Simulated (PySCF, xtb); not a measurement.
Be(SeH)(SiH3) (BeH4SeSi), SMILES [SiH3][Be][SeH].

GFN2-xTB (xtb) at its own geometry gives an orbital gap of 3.16 eV and a dipole moment of 1.55 D.

The structure is a stationary point at B3LYP-D3(BJ)/def2-TZVP. Other conformers were not sampled.

Problem. What does HF/def2-TZVPD (PySCF) give? (The exact figures need the calculation; the answer reports its results.)

Solution. gap 10.90 eV (levels -9.85 and 1.05 eV), dipole 0.49 D.
